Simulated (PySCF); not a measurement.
**Ruthenium: a sound run and one with changed settings**

Sound run: Ru²⁺ [Kr] 4d6, Ru³⁺ [Kr] 4d5. Computed with PySCF 2.14 in cc-pVDZ-PP with ECP28MDF, with a scalar-relativistic core potential. The sound run starts from symmetry-adapted Hartree-Fock orbitals and uses a fine grid where one is needed.

A second run was set up differently.

```
species  method  sound run (hartree)  changed run (hartree)  converged
   Ru²⁺     UHF            -93.03293              -93.03293        yes
   Ru²⁺  M06-2X            -93.49919              -93.69019        yes
   Ru²⁺    PBE0            -93.59018              -94.29676        yes
   Ru³⁺     UHF            -92.06137              -92.06137        yes
   Ru³⁺  M06-2X            -92.44034              -92.64143        yes
   Ru³⁺    PBE0            -92.54943              -93.28618        yes
```

Ionisation energy of Ru²⁺:

```tsv
method	sound run (eV)	changed run (eV)
UHF	26.438	26.438
M06-2X	28.813	28.538
PBE0	28.320	27.499
```

Task: What was changed?
A. too few SCF iterations
B. all electrons correlated in a valence basis
C. radial grid too coarse
D. level shift left on

Result: C. It used radial step 0.8 in ln r (0.13 in the sound run). A coarse radial grid mis-integrates the density and the exchange-correlation energy, with errors of either sign; Hartree-Fock needs no grid.
